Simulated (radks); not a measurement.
Species: Rh. Configuration: [Kr] 4d8 5s1.

All-electron calculation, Dirac Kohn-Sham, BLYP, spin-unpolarised, spherical densities, point nucleus; open shells fill j = l - 1/2 first. Program: a radial shooting solver on a logarithmic mesh with Libxc functionals.

Energy parts (hartree):
| part | energy |
|---|---|
| total | -4785.60262 |
| kinetic | 4989.53903 |
| electron-nucleus | -11585.31764 |
| Hartree | 1949.53659 |
| exchange-correlation | -139.36060 |

Orbitals (lengths in bohr, moments of r in powers of bohr; r(90%) holds 90 % of the orbital's charge):
orbital  occ.  eigenvalue (hartree)  r(90%)  small-component weight
1s1/2       2             -846.3493  0.0585                2.71e-02
2s1/2       2             -122.6674   0.219                5.62e-03
2p1/2       2             -113.5854   0.197                5.64e-03
2p3/2       4             -108.2678   0.204                5.43e-03
3s1/2       2             -21.90695   0.576                1.55e-03
3p1/2       2             -18.35301   0.578                1.50e-03
3p3/2       4             -17.43838   0.594                1.44e-03
3d3/2       4             -11.14278   0.586                1.33e-03
3d5/2       6             -10.96238   0.591                1.31e-03
4s1/2       2              -3.02461    1.43                3.79e-04
4p1/2       2              -1.94497    1.57                3.25e-04
4p3/2       4              -1.80079    1.62                3.09e-04
4d3/2       4              -0.22176    2.60                1.65e-04
4d5/2       4              -0.20737    2.66                1.60e-04
5s1/2       1              -0.15850    5.05                3.37e-05

The highest occupied level is 5s1/2 at -4.313 eV. Summed over all electrons, <r^2> = 51.81 bohr^2, which gives a Langevin (diamagnetic) susceptibility term of -41 x 10^-6 cm^3/mol.
